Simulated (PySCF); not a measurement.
germylsilane cation (GeH6Si), SMILES [GeH3][SiH3] (connectivity only; charge and spin as stated), charge +1, multiplicity 2.

Geometry optimised at B3LYP-D3(BJ)/def2-TZVP. The spin state was assumed, not searched.

Level of theory: B3LYP/def2-TZVPD in PySCF.

total energy: -2369.82785 hartree
point group: C3v
α spin, highest occupied and lowest empty level: -13.13 and -6.61 eV
β spin, highest occupied and lowest empty level: -15.22 and -10.49 eV
dipole moment about the centre of nuclear charge: 0.444 e·Å
mean static polarisability: 59.5 bohr³ (8.81 Å³)
polarisability, principal values: 51.5, 51.5, 75.4 bohr³
⟨S²⟩: 0.752 (pure state 0.75)
